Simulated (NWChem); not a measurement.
Program: NWChem. System: C2H6N, charge 1, spin multiplicity 1, at the geometry of a parent with another charge or spin, in a state set for the comparison that need not be this species' ground state. Level: MP2/def2-TZVP, 3 core orbitals frozen.

Input file:

```
start mol
memory heap 200 mb stack 900 mb global 1100 mb
charge 1
geometry units angstroms nocenter noautoz
  C      1.192139     0.000000     0.165910
  N      0.000000     0.000000    -0.628252
  C     -1.192139     0.000000     0.165910
  H      1.238746    -0.885994     0.836363
  H      1.238746     0.885994     0.836363
  H      2.091451     0.000000    -0.469306
  H     -1.238746     0.885994     0.836363
  H     -1.238746    -0.885994     0.836363
  H     -2.091451     0.000000    -0.469306
  symmetry group C2v
end
basis spherical
  * library def2-tzvp
end
scf
  rhf
  nopen 0
  maxiter 100
  thresh 1e-7
  semidirect memsize 60000000 filesize 0
end
mp2
  freeze core 3
end
task mp2 energy
```

Part of the output:

```
             Northwest Computational Chemistry Package (NWChem) 7.3.0
             --------------------------------------------------------

                                NWChem Input Module
                                -------------------

 Scaling coordinates for geometry "geometry" by  1.889725989
 (inverse scale =  0.529177249)

 Turning off AUTOSYM since
 SYMMETRY directive was detected!

                             Geometry "geometry" -> ""
                             -------------------------

 Output coordinates in angstroms (scale by  1.889725989 to convert to a.u.)

  No.       Tag          Charge          X              Y              Z
 ---- ---------------- ---------- -------------- -------------- --------------
    1 C                    6.0000     1.19213900     0.00000000     0.16591000
    2 N                    7.0000     0.00000000     0.00000000    -0.62825200
    3 C                    6.0000    -1.19213900     0.00000000     0.16591000
    4 H                    1.0000     1.23874600    -0.88599400     0.83636300
    5 H                    1.0000     1.23874600     0.88599400     0.83636300
    6 H                    1.0000     2.09145100     0.00000000    -0.46930600
    7 H                    1.0000    -1.23874600     0.88599400     0.83636300
    8 H                    1.0000    -1.23874600    -0.88599400     0.83636300
    9 H                    1.0000    -2.09145100     0.00000000    -0.46930600

 Effective nuclear repulsion energy (a.u.)      76.6574818312

            Nuclear Dipole moment (a.u.)
            ----------------------------
        X                 Y               Z
 ---------------- ---------------- ----------------
    -0.0000000000     0.0000000000    -0.0000075589

      Symmetry information
      --------------------

 Group name             C2v
 Group number             16
 Group order               4
 No. of unique centers     4

      Symmetry unique atoms

     1    2    4    6


 Summary of "ao basis" -> "" (spherical)
 ------------------------------------------------------------------------------
       Tag                 Description            Shells   Functions and Types
 ---------------- ------------------------------  ------  ---------------------
 *                         def2-tzvp                  on all atoms

 Summary of "ao basis" -> "ao basis" (spherical)
 ------------------------------------------------------------------------------
       Tag                 Description            Shells   Functions and Types
 ---------------- ------------------------------  ------  ---------------------
 C                         def2-tzvp                11       31   5s3p2d1f
 N                         def2-tzvp                11       31   5s3p2d1f
 H                         def2-tzvp                 4        6   3s1p

                                 NWChem SCF Module
                                 -----------------

  ao basis        = "ao basis"
  functions       =   129
  atoms           =     9
  closed shells   =    12
  open shells     =     0
  charge          =   1.00
  wavefunction    = RHF
  use symmetry    = T
  symmetry adapt  = T

 Summary of "ao basis" -> "ao basis" (spherical)
 ------------------------------------------------------------------------------
       Tag                 Description            Shells   Functions and Types
 ---------------- ------------------------------  ------  ---------------------
 C                         def2-tzvp                11       31   5s3p2d1f
 N                         def2-tzvp                11       31   5s3p2d1f
 H                         def2-tzvp                 4        6   3s1p

      Symmetry analysis of basis
      --------------------------

        a1         46
        a2         20
        b1         39
        b2         24

 Forming initial guess at       0.1s

      Superposition of Atomic Density Guess
      -------------------------------------

 Sum of atomic energies:        -132.65306343

 Renormalizing density from      25.00 to     24

      Non-variational initial energy
      ------------------------------

 Total energy =    -130.393056
 1-e energy   =    -315.805902
 2-e energy   =     108.755364
 HOMO         =      -0.681552
 LUMO         =      -0.583462

      Symmetry analysis of molecular orbitals - initial
      -------------------------------------------------

  Numbering of irreducible representations:

     1 a1          2 a2          3 b1          4 b2

  Orbital symmetries:

     1 a1          2 a1          3 b1          4 a1          5 b1
     6 a1          7 b2          8 b1          9 a1         10 a2
    11 b1         12 a1         13 b2         14 a1         15 a1
    16 b1         17 a1         18 b2         19 b1         20 a2
    21 b1         22 a1

 Starting SCF solution at       0.8s

 ----------------------------------------------
         Quadratically convergent ROHF

 Convergence threshold     :          1.000E-07
 Maximum no. of iterations :          100
 Final Fock-matrix accuracy:          1.000E-09
 ----------------------------------------------

              iter       energy          gnorm     gmax       time
             ----- ------------------- --------- --------- --------
                 1     -133.2271274621  1.19D+00  3.89D-01      0.9
                 2     -133.3176149846  3.91D-01  1.03D-01      1.0
                 3     -133.3329166281  1.52D-01  5.46D-02      1.1
                 4     -133.3356583949  5.24D-03  1.27D-03      1.3
                 5     -133.3356604309  8.87D-06  4.42D-06      1.7
                 6     -133.3356604310  2.75D-09  6.28D-10      2.2

       Final RHF  results
       ------------------

         Total SCF energy =   -133.335660430955
      One-electron energy =   -324.423622406069
      Two-electron energy =    114.430480143960
 Nuclear repulsion energy =     76.657481831153

        Time for solution =      1.4s

       Symmetry analysis of molecular orbitals - final
       -----------------------------------------------

  Numbering of irreducible representations:

     1 a1          2 a2          3 b1          4 b2

  Orbital symmetries:

     1 a1          2 b1          3 a1          4 a1          5 b1
     6 a1          7 a1          8 b1          9 b2         10 a2
    11 b1         12 a1         13 b2         14 a1         15 b1
    16 a1         17 b2         18 a1         19 b1         20 a2
    21 b1         22 a1

             Final eigenvalues
             -----------------

              1
    1  -15.9871
    2  -11.5086
    3  -11.5085
    4   -1.5134
    5   -1.2297
    6   -1.0813
    7   -0.9026
    8   -0.9004
    9   -0.8633
   10   -0.7856
   11   -0.7722
   12   -0.7285
   13   -0.2593
   14   -0.0505
   15    0.0003
   16    0.0082
   17    0.0256
   18    0.0277
   19    0.0575
   20    0.0649
   21    0.0951
   22    0.1123

                       ROHF Final Molecular Orbital Analysis
                       -------------------------------------

 Vector   10  Occ=2.000000D+00  E=-7.855788D-01  Symmetry=a2
              MO Center= -9.6D-15, -6.0D-16,  4.5D-01, r^2= 2.6D+00
   Bfn.  Coefficient  Atom+Function         Bfn.  Coefficient  Atom+Function
  ----- ------------  ---------------      ----- ------------  ---------------
     7      0.234125  1 C  py                69     -0.234125  3 C  py
    10      0.216812  1 C  py                72     -0.216812  3 C  py
    95     -0.153344  4 H  s                101      0.153344  5 H  s
   113     -0.153344  7 H  s                119      0.153344  8 H  s

 Vector   11  Occ=2.000000D+00  E=-7.721802D-01  Symmetry=b1
              MO Center= -8.8D-15, -3.5D-16, -5.3D-02, r^2= 3.4D+00
   Bfn.  Coefficient  Atom+Function         Bfn.  Coefficient  Atom+Function
  ----- ------------  ---------------      ----- ------------  ---------------
     6      0.192028  1 C  px                68      0.192028  3 C  px
   107      0.187157  6 H  s                125     -0.187157  9 H  s
     9      0.170374  1 C  px                71      0.170374  3 C  px

 Vector   12  Occ=2.000000D+00  E=-7.285392D-01  Symmetry=a1
              MO Center=  1.4D-14, -8.9D-16, -2.5D-01, r^2= 2.4D+00
   Bfn.  Coefficient  Atom+Function         Bfn.  Coefficient  Atom+Function
  ----- ------------  ---------------      ----- ------------  ---------------
    39      0.328716  2 N  pz                42      0.300883  2 N  pz
     8     -0.174867  1 C  pz                70     -0.174867  3 C  pz
    11     -0.159380  1 C  pz                73     -0.159380  3 C  pz

 Vector   13  Occ=0.000000D+00  E=-2.592936D-01  Symmetry=b2
              MO Center= -2.6D-15,  6.6D-16, -2.9D-01, r^2= 1.9D+00
   Bfn.  Coefficient  Atom+Function         Bfn.  Coefficient  Atom+Function
  ----- ------------  ---------------      ----- ------------  ---------------
    44      0.382179  2 N  py                41      0.368429  2 N  py
    38      0.366025  2 N  py                96      0.193125  4 H  s
   102     -0.193125  5 H  s                114     -0.193125  7 H  s
   120      0.193125  8 H  s

 Vector   14  Occ=0.000000D+00  E=-5.048800D-02  Symmetry=a1
              MO Center= -1.6D-15,  4.3D-16,  7.8D-01, r^2= 6.4D+00
   Bfn.  Coefficient  Atom+Function         Bfn.  Coefficient  Atom+Function
  ----- ------------  ---------------      ----- ------------  ---------------
     5      2.404839  1 C  s                 67      2.404839  3 C  s
    96     -1.391077  4 H  s                102     -1.391077  5 H  s
   114     -1.391077  7 H  s                120     -1.391077  8 H  s
   108     -0.693592  6 H  s                126     -0.693592  9 H  s
    14      0.623959  1 C  pz                76      0.623959  3 C  pz

 Vector   15  Occ=0.000000D+00  E= 2.549285D-04  Symmetry=b1
              MO Center=  1.4D-14,  1.2D-15,  6.7D-01, r^2= 8.8D+00
   Bfn.  Coefficient  Atom+Function         Bfn.  Coefficient  Atom+Function
  ----- ------------  ---------------      ----- ------------  ---------------
     5      4.277098  1 C  s                 67     -4.277098  3 C  s
    96     -1.654730  4 H  s                102     -1.654730  5 H  s
   114      1.654730  7 H  s                120      1.654730  8 H  s
   108     -1.063202  6 H  s                126      1.063202  9 H  s
    43     -0.755704  2 N  px                12     -0.463646  1 C  px

 center of mass
 --------------
 x =   0.00000000 y =   0.00000000 z =  -0.10252749

 moments of inertia (a.u.)
 ------------------
          44.589527953850           0.000000000000           0.000000000000
           0.000000000000         208.669092981863           0.000000000000
           0.000000000000           0.000000000000         186.680913293757

  Mulliken analysis of the total density
  --------------------------------------

    Atom       Charge   Shell Charges
 -----------   ------   -------------------------------------------------------
    1 C    6     6.29   0.85  1.12  0.48  0.69  0.11  1.25  1.40  0.32  0.02  0.05  0.01
    2 N    7     6.81   0.82  1.15  0.60  0.99  0.17  1.28  1.43  0.28  0.01  0.06  0.00
    3 C    6     6.29   0.85  1.12  0.48  0.69  0.11  1.25  1.40  0.32  0.02  0.05  0.01
    4 H    1     0.76   0.24  0.44  0.05  0.02
    5 H    1     0.76   0.24  0.44  0.05  0.02
    6 H    1     0.79   0.26  0.46  0.04  0.02
    7 H    1     0.76   0.24  0.44  0.05  0.02
    8 H    1     0.76   0.24  0.44  0.05  0.02
    9 H    1     0.79   0.26  0.46  0.04  0.02

       Multipole analysis of the density wrt the origin
       ------------------------------------------------

     L   x y z        total         open         nuclear
     -   - - -        -----         ----         -------
     0   0 0 0      1.000000      0.000000     25.000000

     1   1 0 0     -0.000000      0.000000     -0.000000
     1   0 1 0      0.000000      0.000000      0.000000
     1   0 0 1      0.619459      0.000000     -0.000008

     2   2 0 0     -6.747803      0.000000    114.062101
     2   1 1 0     -0.000000      0.000000      0.000000
     2   1 0 1     -0.000000      0.000000      0.000000
     2   0 2 0    -11.399168      0.000000     11.212933
     2   0 1 1     -0.000000      0.000000      0.000000
     2   0 0 2    -12.679119      0.000000     22.611001

                   NWChem MP2 Semi-direct Energy/Gradient Module
                   ---------------------------------------------

  Basis functions       =    129
  Molecular orbitals    =    129
  Frozen core           =      3
  Frozen virtuals       =      0
  Active alpha occupied =      9
  Active beta occupied  =      9
  Active alpha virtual  =    117
  Active beta virtual   =    117
  Use MO symmetry       = T
  Use skeleton AO sym   = T

  AO/Fock/Back tols     =   1.0D-09  1.0D-09  1.0D-09

 GA uses MA = F    GA memory limited = T

 Available:
  local mem=  1.26D+08
 global mem=  1.44D+08
 local disk=  0.00D+00
  mp2_memr nvloc                   117
  nvloc new                   117
   1 passes of   9:        5242880                      86576                  29908865.
   1 passes of   9: M    126151581           G      144145918           F     120908701.

 Semi-direct pass number   1 of   1  for RHF alpha+beta  at        2.2s
  vrange nnbf                  8346
  mp2_eaftype                   114  avail_ma_in_mb                  1099
 EAF : mp2_eaftype filesize         114   14954432.
  mp2_eaf for mointskh                    114
Node 0 wrote     70.3 Mb in      0.1 s     Agg I/O rate:   646.9 Mb/s
 Done moints_semi at        6.0s
  mp2_eaftype                   114  avail_ma_in_mb                   985
 EAF : mp2_eaftype filesize         114   14954432.
  mp2_eaf for kh                   114
 Done maket at        6.2s
 Done multipass loop at        6.2s

          -------------------------------------------
          SCF energy                -133.335660430955
          Correlation energy          -0.496962536115
          Singlet pairs               -0.335911382225
          Triplet pairs               -0.161051153890
          Total MP2 energy          -133.832622967070
          -------------------------------------------

          ---------------------------------------------------
                    Spin Component Scaled (SCS) MP2
          Same spin pairs                     -0.107367435926
          Same spin scaling factor             0.333333333333
          Opposite spin pairs                 -0.389595100188
          Opposite spin scaling fact.          1.200000000000
          SCS-MP2 correlation energy          -0.503303265535
          Total SCS-MP2 energy              -133.838963696490
          ---------------------------------------------------

 -----------------------
 Performance information
 -----------------------

 Timer overhead =  9.51D-08 seconds/call

               Nr. of calls         CPU time (s)                 Wall time (s)                GFlops
             ---------------    -------------------     ------------------------------   -------------------
Name         Min   Avg   Max    Min     Avg     Max     Min     Avg     Max   Mx/calls   Min     Max     Sum
mp2: moin     1     1     1    3.7     3.7     3.7      3.7     3.7     3.7     3.7      0.0     0.0     0.0
mp2: make     1     1     1   0.19    0.19    0.19     0.19    0.19    0.19    0.19      0.0     0.0     0.0
mp2: tota     1     1     1    4.0     4.0     4.0      4.0     4.0     4.0     4.0      0.0     0.0     0.0

 The average no. of pstat calls per process was 3.00D+00
 with a timing overhead of 2.85D-07s

 Task  times  cpu:        6.1s     wall:        6.1s

 Total times  cpu:        6.2s     wall:        6.2s
```
